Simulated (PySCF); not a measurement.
ClH3Sn.
SMILES with atom numbers: `[Cl:1][SnH3:2]` (hydrogens: H3, H4, H5 on Sn2)

A GFN2-xTB structure was refined with PBE0-D3(BJ)/def2-SVP geometry optimisation, gas phase, def2 core potentials past Kr in PySCF 2.14.0. Its GFN2-xTB values:

```json
{"coordinate": "Cl1–Sn2", "GFN2-xTB": "2.305 Å"}
{"coordinate": "Sn2–H3", "GFN2-xTB": "1.683 Å"}
{"coordinate": "Cl1–Sn2–H3", "GFN2-xTB": "109.2°"}
{"coordinate": "H3–Sn2–H4", "GFN2-xTB": "111.2°"}
{"coordinate": "H4–Sn2–H5", "GFN2-xTB": "111.6°"}
```

Task: How do these coordinates change at the PBE0-D3(BJ)/def2-SVP level?

Result: 
| coordinate | PBE0-D3(BJ)/def2-SVP (Å or °) | change |
| --- | --- | --- |
| Cl1–Sn2 | 2.359 | +0.054 |
| Sn2–H3 | 1.707 | +0.024 |
| Cl1–Sn2–H3 | 106.1 | -3.1 |
| H3–Sn2–H4 | 112.5 | +1.3 |
| H4–Sn2–H5 | 112.4 | +0.8 |

The energy falls by 1.3 kcal/mol over 5 energy and gradient evaluations, the largest force component goes from 0.0158 to 8.1e-05 Eh/bohr, and the atoms move by 0.045 Å rms after alignment. The bond that changes most is Cl1–Sn2 (ends: chlorine bonded to Sn; tin bonded to Cl and 3 H), which lengthens by 0.054 Å. Bonds longer at the end by more than 0.005 Å: 4 of 4; shorter: 0. Rotational constants go from 65820, 3349, 3349 to 62186, 3204, 3204 MHz.

The run used 59 basis functions and 31 SCF cycles in all. Hardware: one thread, Arm Neoverse V1 (aarch64), shared host. Cost: 7.2 s, 0.29 GiB resident at most.

Whether it is a minimum is left open (no frequencies).
